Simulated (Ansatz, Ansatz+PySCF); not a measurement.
```yaml
atoms:
  - { symbol: Be, position_ang: [0.0000, 0.0000, -0.8209] }
  - { symbol: O, position_ang: [0.0000, 0.0000, 0.4105] }
```

Basis set: def2-SVP (spherical functions). Left uncorrelated: 1 orbital. Charge 0, multiplicity 1.

Computed with Ansatz (development build ahead of 0.2.0); each method stands on the lowest determinant of its kind that the runs found. Restricted open shells among the atoms or ions are ROHF, correlated in semicanonical orbitals with singles.

Give the atomization energy at this shape (free ground-state atoms in the same class of orbitals less the molecule, no zero-point energy) of singlet BeO by RHF-CCSD(T), RHF-CCSD, RHF-MP2, UHF-MP2, RHF, UHF.

| method | atomization energy |
| --- | --- |
| RHF-CCSD(T) | 284.3 kJ/mol |
| RHF-CCSD | 268.3 kJ/mol |
| RHF-MP2 | 376.2 kJ/mol |
| UHF-MP2 | 385.5 kJ/mol |
| RHF | 117.5 kJ/mol |
| UHF | 102.7 kJ/mol |

Caution: the shape is not the minimum. Caution for UHF: a free atom is spin contaminated.
